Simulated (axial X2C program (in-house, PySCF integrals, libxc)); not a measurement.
# TlH: from the spin-free to the two-component result

Computed with an in-house relativistic program for diatomic molecules. Spin-free means the one-electron spin-free X2C Hamiltonian; two-component (2c) means X2C with spin–orbit coupling and atomic mean-field two-electron Coulomb and Gaunt terms, so the difference of the two also holds small scalar two-electron terms. Basis: Tl dyall-cv3z [12s14p10d7f1g], H dyall-v3z [6s2p1d] (cores contracted in-house); Gaussian nuclei, density fitting, unrestricted open shells. Masses: Tl 204.974 u, H 1.008 u.

Spin-free state: M_S = 0, Λ = 0 (closed shell); fragments Tl + H.

```
  level  Re (Å)  ωe (cm⁻¹)  De (eV)  μ (D)
   PBE0   1.902     1379.1    2.498  -1.44
     HF   1.898     1417.9    1.646  -1.30
    MP2   1.881     1419.1    2.351    n/a
   CCSD   1.899     1375.5    2.580    n/a
CCSD(T)   1.902     1365.9    2.597    n/a
    LDA   1.895     1374.9    2.952  -1.31
```

Correlated methods: 14 electrons correlated (number of frozen shells: Tl 5 s, 4 p, 2 d, 1 f; H none), 206 virtual spin orbitals or spinors in MP2, 90 natural virtuals in coupled cluster.

Dipoles are positive if H is the positive end.

Two-component determinant lowest at the distance of the search:

Ω = 0 (closed shell); fragments Tl + H.

```json
{"level": "PBE0", "Re (Å)": "1.878", "ωe (cm⁻¹)": "1393.9", "De (eV)": "2.031", "μ (D)": "-1.12"}
{"level": "HF", "Re (Å)": "1.872", "ωe (cm⁻¹)": "1443.6", "De (eV)": "1.104", "μ (D)": "-0.98"}
{"level": "MP2", "Re (Å)": "1.859", "ωe (cm⁻¹)": "1434.6", "De (eV)": "1.863", "μ (D)": "n/a"}
{"level": "CCSD", "Re (Å)": "1.879", "ωe (cm⁻¹)": "1387.0", "De (eV)": "2.058", "μ (D)": "n/a"}
{"level": "CCSD(T)", "Re (Å)": "1.882", "ωe (cm⁻¹)": "1374.4", "De (eV)": "2.082", "μ (D)": "n/a"}
{"level": "LDA", "Re (Å)": "1.870", "ωe (cm⁻¹)": "1383.5", "De (eV)": "2.463", "μ (D)": "-0.98"}
```

(1) From the two tables, how do the constants change at the CCSD(T) level (2c against spin-free)?

The state is a single determinant with fixed occupations, the lowest that a limited PBE0 search found. The closed shell is kept restricted, so the energy runs too high when the bond is stretched far. Dissociation energies refer to the lowest single-determinant-based atoms at the same level and basis. CCSD and (T) use frozen natural virtuals with an MP2 correction for the truncation; (T) itself is uncorrected, so its De runs slightly low. The functionals have no current-density term, which raises determinants with orbital currents, atoms included.

Answers

(1) At the CCSD(T) level Re falls by 0.020 Å and ωe rises by 8.5 cm⁻¹; De changes by -0.515 eV.
